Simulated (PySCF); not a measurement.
(BeTe)3 ring, Be3Te3.
Structure used (PBE0-D3(BJ)/def2-SVP), in Å, numbered top down from 1:
```
atom  x, y, z in Å
Be1   -0.762    0.916    0.920
Te2   -0.469   -0.728    2.418
Be3    0.500   -1.362    0.496
Te4    1.321   -1.589   -1.579
Be5    0.295    0.404   -1.452
Te6   -0.822    2.263   -0.873
```

Computed with PySCF 2.14.0, PBE0-D3(BJ)/def2-SVP geometry optimisation, gas phase, def2 core potentials past Kr.

Take the most abundant isotopes and a rigid rotor. 

Question: Give the principal moments of inertia and the rotational constants in MHz.

Answer: Ia = 1323.93, Ib = 1326.44, Ic = 2650.37 u·Å²; 505379 MHz·u·Å²/I gives A = 381.7, B = 381.0, C = 190.7 MHz.

Question: What kind of rotor is it?

Answer: An oblate symmetric top, as the point group D3h requires two equal moments; the computed ones differ by 0.19 % because the geometry is symmetric only within the optimiser's tolerance; Ray's κ = 0.992.

Question: Is it planar, by Δ = Ic − Ia − Ib?

Answer: Planar: Δ = Ic − Ia − Ib = 0.00 u·Å². For a rigid frame Δ = −2 Σ m c², so it vanishes when all atoms lie in the ab plane; here none is more than 0.01 Å from it.

The point group D3h allows no dipole (computed: 0.01 D), so a rigid rotor has no electric-dipole lines.

Question: Estimate the classical rotational partition function at 100 K, 200 K and 500 K.

Answer: Point group D3h, symmetry number σ = 6; q = (√π/σ)·√((kT/h)³/(ABC)), k/h = 20836.6 MHz/K: 169000 at 100 K, 477000 at 200 K, 1890000 at 500 K.

Atoms past krypton carry def2 core potentials. Whether it is a minimum is left open (no frequencies). Constants of a rigid frame at the computed geometry: no zero-point averaging, no centrifugal distortion.

On one thread, Arm Neoverse V1 (aarch64), no GPU, shared host with 64 logical CPUs at a one-minute load of 19, this took 84 s and 0.43 GiB of memory at its peak. These figures are those of the optimisation.
